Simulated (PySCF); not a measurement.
System: sum formula H3SiO3, charge 0, multiplicity 2. It need not be the lowest isomer of its formula. 
Geometry from a B3LYP-D3(BJ)/def2-TZVP (Ansatz) optimisation:
SMILES: [SiH](O)(O)[O]
```xyz
7

O     -0.6455     1.3335    -0.7219
Si    -0.0450     0.1448     0.2714
O      1.5193    -0.0804    -0.1559
O     -0.8702    -1.2691     0.2661
H     -0.2473     0.7375     1.6065
H      1.9211    -0.9282     0.0511
H     -1.0718    -1.7078    -0.5643
```
Charge 0, spin multiplicity 2.

Dispersion corrections to the total energy (kcal/mol) from the dftd3 and dftd4 libraries through PySCF: D3(BJ) without and D4 with the three-body term, each with the damping fitted for the functional named.

| functional | D3(BJ) | D4 |
|---|---|---|
| CAM-B3LYP | -1.94 | -2.22 |
| LC-wPBE | (withheld) | -2.98 |
| revPBE | -6.41 | -8.71 |
| B2GP-PLYP | -1.78 | -1.09 |
| PW6B95 | (withheld) | -2.48 |
| BP86 | -4.05 | -3.51 |
| HF | -22.35 | (withheld) |

Question: Complete the blanks.

Answer: 
- LC-wPBE, D3(BJ): -2.36
- PW6B95, D3(BJ): -1.26
- HF, D4: -10.12
